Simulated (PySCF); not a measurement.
System: CH$_{4}$BO$_{2}$, net charge -1, singlet state. It need not be the lowest isomer of its formula. Whether it binds its extra electron was not tested at this geometry. SMILES: CB([O-])O
Structure (B3LYP-D3(BJ)/def2-TZVP (Ansatz) minimum search):
```xyz
8

C     -1.4875    -0.0909    -0.1357
B      0.1192     0.1416    -0.0282
O      0.7660     1.2323    -0.2748
O      0.7682    -1.0877     0.4000
H     -1.9147    -0.4023     0.8266
H     -2.0000     0.8198    -0.4564
H     -1.7321    -0.8895    -0.8485
H      1.7019    -0.8470     0.4318
```
Charge -1, spin multiplicity 1.

Dispersion corrections to the total energy (kcal/mol) from the dftd3 and dftd4 libraries through PySCF: D3(BJ) without and D4 with the three-body term, each with the damping fitted for the functional named.

```
functional  D3(BJ)     D4
----------  ------  -----
LC-wPBE      -2.22  -3.26
PBE          -2.51    [?]
BP86         -3.74  -3.79
PBE0           [?]  -2.45
B3LYP          [?]  -4.74
CAM-B3LYP    -1.80  -2.42
TPSS         -3.10  -4.02
```

Fill in the missing entries.


- PBE, D4: -2.96
- PBE0, D3(BJ): -2.10
- B3LYP, D3(BJ): -4.26
